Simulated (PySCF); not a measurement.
P (SMILES [P]), quartet; B97M-V/def2-SVP in PySCF.

The PySCF input:
```python
from pyscf import gto, scf, dft

mol = gto.M(
    atom='''
P     0.000000    0.000000    0.000000
''',
    basis='def2-svp',
    charge=0,
    spin=3,
    verbose=4,
)

mf = dft.UKS(mol)
mf.xc = 'b97m_v'
mf.kernel()
```

Problem. Predict the main parts of the log of this PySCF run.

Solution. 
```
PySCF version 2.14.0

[INPUT] verbose = 4
[INPUT] num. atoms = 1
[INPUT] num. electrons = 15
[INPUT] charge = 0
[INPUT] spin (= nelec alpha-beta = 2S) = 3
[INPUT] symmetry False subgroup None
[INPUT] Mole.unit = angstrom
[INPUT] Symbol           X                Y                Z      unit          X                Y                Z       unit  Magmom
[INPUT]  1 P      0.000000000000   0.000000000000   0.000000000000 AA    0.000000000000   0.000000000000   0.000000000000 Bohr   0.0

nuclear repulsion = 0
number of shells = 8
number of NR pGTOs = 36
number of NR cGTOs = 18
basis = def2-svp
ecp = {}

******** <class 'pyscf.dft.uks.UKS'> ********
method = UKS
initial guess = minao
damping factor = 0
level_shift factor = 0
DIIS = <class 'pyscf.scf.diis.CDIIS'>
diis_start_cycle = 1
diis_space = 8
diis_damp = 0
SCF conv_tol = 1e-09
SCF conv_tol_grad = None
SCF max_cycles = 50
direct_scf = True
direct_scf_tol = 1e-13
number electrons alpha = 9  beta = 6
XC library pyscf.dft.libxc version 7.1.2
    S. Lehtola, C. Steigemann, M. J. T. Oliveira, and M. A. L. Marques,  SoftwareX 7, 1–5 (2018)
XC functionals = b97m_v
    N. Mardirossian and M. Head-Gordon,  J. Chem. Phys. 142, 074111 (2015)
radial grids:
    Treutler-Ahlrichs [JCP 102, 346 (1995); DOI:10.1063/1.469408] (M4) radial grids

becke partition: Becke, JCP 88, 2547 (1988); DOI:10.1063/1.454033
pruning grids: <function nwchem_prune>
grids dens level: 3
symmetrized grids: False
atomic radii adjust function: <function treutler_atomic_radii_adjust>
** Following is NLC and NLC Grids **
NLC functional = b97m_v
radial grids:
    Treutler-Ahlrichs [JCP 102, 346 (1995); DOI:10.1063/1.469408] (M4) radial grids

becke partition: Becke, JCP 88, 2547 (1988); DOI:10.1063/1.454033
pruning grids: <function nwchem_prune>
grids dens level: 3
symmetrized grids: False
atomic radii adjust function: <function treutler_atomic_radii_adjust>
small_rho_cutoff = 0
Set gradient conv threshold to 3.16228e-05
tot grids = 19184
tot grids = 19184
init E= -340.947036773024

cycle= 1 E= -341.053968406879  delta_E= -0.107  |g|= 0.0455  |ddm|= 0.895
cycle= 2 E= -341.056041571161  delta_E= -0.00207  |g|= 0.0142  |ddm|= 0.156
cycle= 3 E= -341.056177169903  delta_E= -0.000136  |g|= 0.00271  |ddm|= 0.0463
cycle= 4 E= -341.056182302851  delta_E= -5.13e-06  |g|= 6.8e-05  |ddm|= 0.00664
cycle= 5 E= -341.05618230632  delta_E= -3.47e-09  |g|= 3.84e-06  |ddm|= 0.000164
cycle= 6 E= -341.056182306333  delta_E= -1.26e-11  |g|= 4.98e-08  |ddm|= 1e-05
Extra cycle  E= -341.056182306333  delta_E= 5.68e-14  |g|= 2.3e-08  |ddm|= 2.39e-07
converged SCF energy = -341.056182306333  <S^2> = 3.7523102  2S+1 = 4.0011549
```
